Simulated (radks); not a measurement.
Spherical quantum dot in the effective-mass picture: electrons in a hard-walled sphere of radius 3.67, all in effective atomic units (hartree* = m*/eps^2 hartree, bohr* = eps/m* bohr), one dielectric constant everywhere. Method: non-relativistic Kohn-Sham, r2SCAN, spin-polarised, spherical densities, generalised Kohn-Sham scheme; computed with a radial shooting solver with Libxc functionals. Levels are named by radial order and angular momentum (1s, 1p, 1d, 2s, ...), and open shells are averaged over m. Results are scaled to m* = 0.475 and eps = 13.9, for which hartree* = 66.9 meV and bohr* = 1.549 nm.

N = 19, configuration 1s2 1p6 1d10 1f(up 1, down 0). This is the lowest configuration that the search found. Occupied and some empty levels:

level,occupation,eigenvalue (meV),<r> (nm)
1s up,1,463.10,3.775
1s down,1,464.08,3.762
1p up,3,477.10,3.932
1p down,3,478.25,3.924
1d up,5,501.17,4.067
1d down,5,502.50,4.063
1f up,1,533.95,4.180
1f down,0,535.43,4.178
2s up,0,554.78,2.531
2s down,0,555.42,2.543
1g up,0,574.67,4.275
1g down,0,576.26,4.274
2p up,0,599.65,2.977
2p down,0,600.29,2.985
2d up,0,652.70,3.247
2d down,0,653.47,3.251

Energy (meV): total 5236.04, kinetic 1492.5, external 0, Hartree 4302.9, exchange-correlation -559.29.
